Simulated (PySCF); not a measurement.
C₃H₉Si, SMILES C[Si](C)C, multiplicity 2.

Geometry: B3LYP-D3(BJ)/def2-SVP. The isomer is the one that the SMILES or the coordinates give; other isomers of the formula were not compared.

All values below come from TDA-PBE/def2-SVPD (PySCF 2.14.0).

Vertical excitations; the highest root listed may be one member of a degenerate set. 

```
state    energy (eV)  λ (nm)      f                                     main pairs
-------  -----------  ------  -----  ---------------------------------------------
root 1          4.15     299  0.000                              α HOMO→LUMO 100 %
root 2          4.72     263  0.061  α HOMO→LUMO+2, β HOMO−1→LUMO (degenerate set)
root 3          4.72     263  0.061    α HOMO→LUMO+1, β HOMO→LUMO (degenerate set)
root 4          4.78     259  0.007  α HOMO→LUMO+2, β HOMO−1→LUMO (degenerate set)
root 5          4.78     259  0.007    α HOMO→LUMO+1, β HOMO→LUMO (degenerate set)
root 6          5.39     230  0.142                            α HOMO→LUMO+3 100 %
root 7          5.95     208  0.007                             α HOMO→LUMO+4 99 %
root 8          6.03     205  0.004                 α HOMO→LUMO+6 (degenerate set)
root 9          6.03     205  0.004                 α HOMO→LUMO+5 (degenerate set)
root 10         6.16     201  0.020                             α HOMO→LUMO+7 98 %
```
Unrestricted roots are not spin-pure.
